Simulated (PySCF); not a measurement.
A structure optimised at ωB97X-D3(BJ)/def2-SVP, used in a PySCF frequency run:

```xyz
3

Ga     0.0000     0.0000     0.0000
Br     0.0000     0.0000    -2.1652
Br     0.0000     0.0000     2.1652
```
Charge +1, spin multiplicity 1.

Problem. Write its SMILES, formula and point group.

Solution. [Br][Ga+][Br], Br2Ga, D∞h

Problem. What are its rotational constants (standard atomic weights)?

Solution. 0.67458 GHz (linear rotor, B only)
